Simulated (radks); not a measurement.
Results of a calculation; reference values are marked as such.
Question: These are the eigenvalues of the occupied orbitals of an atom or ion with whole-number occupations (eV). Code: a radial shooting solver on a logarithmic mesh with Libxc functionals. Model: scalar-relativistic Kohn-Sham, PBE, spin-polarised, spherical densities, finite nucleus; Fermi nuclear charge, rms radius of each element as measured or else 0.836 A^(1/3) + 0.57 fm.

1s up: -43294.53
1s down: -43291.71
2s up: -9314.053
2s down: -9311.709
2p up: -8673.201
2p down: -8670.040
3s up: -3750.084
3s down: -3738.451
3p up: -3553.324

Which element is it, and in what charge state? The configuration may be excited. Open shells, if any, are filled with parallel spins first.

Answer: Z = 58, cerium, charge +45: Ce45+ in [Ne] 3s2 3p1. The list shows which subshells hold electrons but not how many an open one holds; the 1s level, -1591 hartree, gives Z - s = 56.4 by -(Z - s)^2/2, which with screening and relativity narrows Z to a few neighbours, and the depths of the outer levels then fix element, charge and occupations together.
